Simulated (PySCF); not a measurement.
Bonds (- single, = double, # triple, : aromatic): C1-C2, C2=C3, C3-C4, C3-C5, C5-C6, C6-F7, C6-F8. C1 carries H9, H10, H11; C2 carries H12; C4 carries H13, H14, H15; C5 carries H16, H17; C6 carries H18. Stereochemistry as in C/C=C(/C)CC(F)F.

Computed data (PySCF): geometry: GFN2-xTB, PBE0/pcSseg-1 with gauge-including orbitals. Gas phase, no relativistic terms, fast rotation and ring inversion assumed for equivalent nuclei, single conformer.

List the cross peaks expected in HSQC, COSY and HMBC spectra.

Results:



HSQC (one-bond C–H):
```csv
δH,δC
5.94 (H18),124.1 (C6)
5.81 (H12),130.8 (C2)
2.61 (H16/H17),41.1 (C5)
1.95 (H13/H14/H15),29.3 (C4)
1.81 (H9/H10/H11),17.0 (C1)
```

COSY cross peaks (H two or three bonds apart, from the bond graph; peaks can be absent where the dihedral angle is near 90°):
```csv
δH,δH
5.94 (H18),2.61 (H16/H17)
5.81 (H12),1.81 (H9/H10/H11)
```

HMBC (two and three bonds, from the bond graph):
```csv
δH,δC
5.94 (H18),"137.0 (C3), 41.1 (C5)"
5.81 (H12),"137.0 (C3), 41.1 (C5), 29.3 (C4), 17.0 (C1)"
2.61 (H16/H17),"137.0 (C3), 130.8 (C2), 124.1 (C6), 29.3 (C4)"
1.95 (H13/H14/H15),"137.0 (C3), 130.8 (C2), 41.1 (C5)"
1.81 (H9/H10/H11),"137.0 (C3), 130.8 (C2)"
```

Shifts are taken against calculated references (same method and geometry level): 1H, 13C against TMS.

Short H···H contacts in this conformer between protons four or more bonds apart (candidates for NOE cross peaks, intensity ∝ r⁻⁶): H9···H16 2.15 Å, H12···H14 2.32 Å, H13···H17 2.49 Å, H9···H18 2.68 Å.

Shifts are as computed. Against solution values, carbons near 30 ppm lie about +3 ppm off and those near 130 ppm about +5 ppm. Of 1309 compounds with measured shifts, 239 miss one by over three times the rms of a fit or turn the order of signals round; such compounds aren't used in these exercises.
